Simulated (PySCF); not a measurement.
diiodomethane (CH₂I₂), SMILES ICI.

Geometry: TPSSh-D3(BJ)/def2-SVP. The def2 effective core potentials stand for the cores of I; spin–orbit coupling is left out.

Level of theory: PySCF 2.14.0 with TDA-CAM-B3LYP/def2-SVPD.

Vertical excitations. Isolated molecule, no solvent. State labels are in the subgroup C2v.

Computed lowest excited states:
```csv
state,symmetry,energy (eV),λ (nm),f,main pairs
S1,B1,4.27,291,0.028,HOMO→LUMO 89 %
S2,B2,4.39,283,0.000,HOMO−1→LUMO 91 %
S3,A2,4.52,274,0.000,HOMO−2→LUMO 88 %
S4,A1,4.69,264,0.000,"HOMO−3→LUMO 82 %, HOMO→LUMO+1 14 %"
S5,A1,5.84,212,0.004,"HOMO→LUMO+1 78 %, HOMO−3→LUMO 15 %"
S6,A2,6.04,205,0.000,HOMO−1→LUMO+1 82 %
S7,B2,6.20,200,0.013,HOMO−2→LUMO+1 85 %
S8,B1,6.41,193,0.055,HOMO−3→LUMO+1 74 %
S9,B1,6.91,179,0.206,HOMO→LUMO+2 76 %
S10,B2,7.10,175,0.181,HOMO−1→LUMO+2 84 %
T1,B1,3.59,345,0,HOMO→LUMO 89 %
T2,B2,3.80,326,0,HOMO−1→LUMO 83 %
T3,A2,3.91,317,0,"HOMO−2→LUMO 79 %, HOMO−1→LUMO+1 16 %"
T4,A1,3.99,311,0,"HOMO−3→LUMO 78 %, HOMO→LUMO+1 16 %"
```
Triplets are in the Tamm–Dancoff approximation.
